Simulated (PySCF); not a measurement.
Computed IR spectrum (relative IR intensity) of a molecule CH5ClGeO2. The structure is a stationary point at PBE-D3(BJ)/def2-SVP. One conformer was computed; it need not be the lowest. The numbers are results of PBE-D3(BJ)/def2-SVP (PySCF 2.14.0), not measurements. Frequencies are harmonic and unscaled.

Lines under 2 % of the strongest are left out, and lines within 2 cm⁻¹ are merged.

ν (cm⁻¹): 98 (m), 159 (w), 192 (m), 211 (m), 228 (m), 292 (m), 392 (m), 604 (w), 685 (s), 704 (s), 774 (w), 784 (w), 881 (vs), 902 (s), 1206 (w), 1375 (vw), 1378 (vw), 3720 (m), 3727 (s) (against the strongest line: vs over 80 %, s over 45 %, m over 15 %, w over 4 %, vw less)

Which structure fits?
(A) O[CH2][Ge@@H]([OH])[Cl]
(B) [CH3][Ge]([OH])([OH])[Cl]
(C) C[O][Ge@H]([OH])[Cl]

B, [CH3][Ge]([OH])([OH])[Cl]
